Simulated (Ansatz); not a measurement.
Program: Ansatz. Geometries: PBE0-D4/def2-TZVP. ΔE: electronic, gas phase. CCSD(T)/CBS adds triple-zeta CCSD(T) − MP2 to the extrapolated MP2 energy (def2 sets, frozen cores). This one scheme is used for every species. Functionals use def2-TZVPP. Each species was taken in one conformer, which may not be the lowest.

Reaction (formal exchange of groups at the Si–C bond): `NC[SiH2][AlH2]` + `BOB` → `BOB[SiH2][AlH2]` + CH₃NH₂

```
         level  ΔE (kJ/mol)
        B2PLYP        -12.6
MP2/def2-TZVPP         -0.9
```

Question: What does CCSD(T)/CBS give? (An estimate is asked.)

Answer: Ansatz gave: -8.6 kJ/mol. The listed levels differ from it by -4.0, 7.7 kJ/mol.

Largest T1 diagnostic among the species: 0.017.

From PBE to PBE0 (25 % exact exchange), in def2-TZVPP and without D4, ΔE moves by +11.1 kJ/mol. In def2-TZVPP, CCSD(T) changes the Hartree–Fock value by −12.8 kJ/mol (the triples alone add −2.3 kJ/mol) and MP2 by −5.8 kJ/mol.
